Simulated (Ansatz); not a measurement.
`[CH3][GaH][Se]C` + CH₃OH → `C[O][GaH][CH3]` + `C[SeH]`  (ligand exchange at a Ga–Se bond)

Program: Ansatz. Geometries: PBE0-D4/def2-TZVP. ΔE: electronic, gas phase. CCSD(T)/CBS is the MP2 limit (def2-TZVPP, def2-QZVPP) plus CCSD(T) − MP2 in def2-TZVPP, frozen cores. This one scheme is used for every species. For Ga, Se outer-core shells are correlated without core-valence functions, which leaves a few kJ/mol of doubt a bond. Scalar relativity is left out up to krypton. One conformer a species, not always the lowest.

| species | CCSD(T)/CBS(def2) energy (Eh) |
| --- | --- |
| `[CH3][GaH][Se]C` | -4405.00109 |
| CH₃OH | -115.61712 |
| `C[O][GaH][CH3]` | -2079.44369 |
| `C[SeH]` | -2441.15625 |

**Question.** Work out ΔE.

**Answer.** ΔE = (-2079.44369) + (-2441.15625) − (-4405.00109) − (-115.61712) = 0.01827 Eh = +0.50 eV.

Largest T1 diagnostic among the species: 0.014.

At CCSD(T), def2-SVP lies −0.17 eV from the extrapolated value and def2-TZVPP −0.06 eV. The D4 term adds +0.04 eV with B3LYP and +0.02 eV with PBE0; it sums over pairs of atoms, weighted by their polarisabilities, and B3LYP, whose exchange is more repulsive, gets the larger term.

B3LYP here is the variant with VWN-RPA as its local correlation; programs differ in this.
